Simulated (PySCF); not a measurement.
Match the calculated data to a structure.

All candidates are C6H8N2.

* Rotational structure: rotational constants A, B, C: 5.141, 1.577, 1.217 GHz [PBE0-D3(BJ)/def2-SVP]
* Valence photoelectron: vertical ionisation energy: 7.83 eV [ΔSCF CAM-B3LYP/def2-SVPD]
* NMR, other nuclei: isotropic shieldings of nuclei other than C and H, by class: -40 (1 N), 178 (1 N) ppm [GIAO PBE0/pcSseg-1]
* Triplet: lowest triplet excitation (Tamm–Dancoff): 3.70 eV [TDA CAM-B3LYP/def2-SVPD]
* Polarisability: 87.5 au [CAM-B3LYP/def2-SVPD]
* 13C NMR: chemical shifts (computed TMS as zero) by class: 161.2 (1 C), 155.1 (1 C), 143.1 (1 C), 116.4 (1 C), 103.8 (1 C), 28.8 (1 C) ppm [GIAO PBE0/pcSseg-1]
* 1H NMR: chemical shifts (computed TMS as zero) by class: 8.16 (1 H), 7.49 (1 H), 6.49 (1 H), 6.04 (1 H), 4.12 (1 H), 2.80 (3 H) ppm [GIAO PBE0/pcSseg-1]
* UV, first state: lowest singlet excitation: 4.67 eV (265 nm, f = 0.083) [TDDFT CAM-B3LYP/def2-SVPD]

Electronic properties: PySCF, gas phase, density fitting. Levels stand in brackets. Geometry: PBE0-D3(BJ)/def2-SVP, one conformer, isolated molecule. NMR classes are plain means over equivalent atoms (diastereotopic ones count apart unless rotation or inversion swaps them), as if these changed places fast.

Problem. Which candidate is it?
A. `N#CC[C@H]1C=NCC1`
B. `CNc1ccncc1`
C. `CNc1ccccn1`
D. `CCc1cnccn1`

Solution. C. It is `CNc1ccccn1`. Numbering: `[CH3:1][NH:2][c:3]1[cH:4][cH:5][cH:6][cH:7][n:8]1`. Its formula, C6H8N2, gives 4 degrees of unsaturation: 1 ring and 3 π bonds in the structure found (Kekulé form). 6 carbons fall into 6 classes; from least to most shielded: aromatic carbon bearing nitrogen [C3] (161.2 ppm), aromatic CH next to a ring nitrogen [C7] (155.1 ppm), aromatic CH carbon [C5] (143.1 ppm), aromatic CH carbon [C6] (116.4 ppm), aromatic CH carbon [C4] (103.8 ppm), N-methyl carbon [C1] (28.8 ppm). Hydrogen classes from least to most shielded: 1 H on an aromatic CH next to a ring nitrogen, C7 (8.16 ppm), 1 H on an aromatic CH carbon, C5 (7.49 ppm), 1 H on an aromatic CH carbon, C6 (6.49 ppm), 1 H on an aromatic CH carbon, C4 (6.04 ppm), 1 H on an aniline-type nitrogen, N2 (4.12 ppm), 3 H on an N-methyl carbon, C1 (2.80 ppm). The other shieldings belong to: -40 ppm, pyridine-type nitrogen [N8]; 178 ppm, aniline-type nitrogen [N2]. The first electron is taken from the HOMO, whose largest Löwdin shares are 0.28 on the aniline-type nitrogen, 0.17 on an aromatic CH carbon, 0.13 on an aromatic CH carbon and 0.08 on the aromatic carbon bearing nitrogen. By its constants the optimised geometry is an asymmetric top.

The others, at the same levels:
- `CNc1ccncc1` fails: its computed lowest singlet excitation is 5.15 eV (241 nm, f = 0.020) (against 4.67 eV), vertical ionisation energy is 8.20 eV (against 7.83 eV) and lowest triplet excitation (Tamm–Dancoff) is 4.07 eV (against 3.70 eV).
- `N#CC[C@H]1C=NCC1` fails: its computed lowest singlet excitation is 5.37 eV (231 nm, f = 0.002) (against 4.67 eV), static isotropic polarisability is 76.9 au (against 87.5 au) and rotational constant A is 5.529 GHz (against 5.141 GHz).
- `CCc1cnccn1` fails: its computed 13C shifts are 164.3 (1 C), 149.9 (1 C), 149.5 (1 C), 148.2 (1 C), 31.6 (1 C), 16.3 (1 C) ppm, 1H shifts are 8.56 (1 H), 8.50 (1 H), 8.47 (1 H), 2.62 (2 H), 1.40 (3 H) ppm and lowest singlet excitation is 4.14 eV (299 nm, f = 0.005) (against 4.67 eV).

Each candidate is one conformer, not necessarily the lowest. Dipoles, sizes and rotational constants follow the conformer. The torsions of the flexible species, by atom-mapped SMILES:
- `[CH3:1][NH:2][c:3]1[cH:4][cH:5][cH:6][cH:7][n:8]1`: C1–N2–C3–C4 6°
- `[CH3:1][NH:2][c:3]1[cH:4][cH:5][n:6][cH:7][cH:8]1`: C1–N2–C3–C4 -174°
- `[CH3:1][CH2:2][c:3]1[cH:4][n:5][cH:6][cH:7][n:8]1`: C1–C2–C3–C4 121°

The conformers of `N#CC[C@H]1C=NCC1` aren't listed.
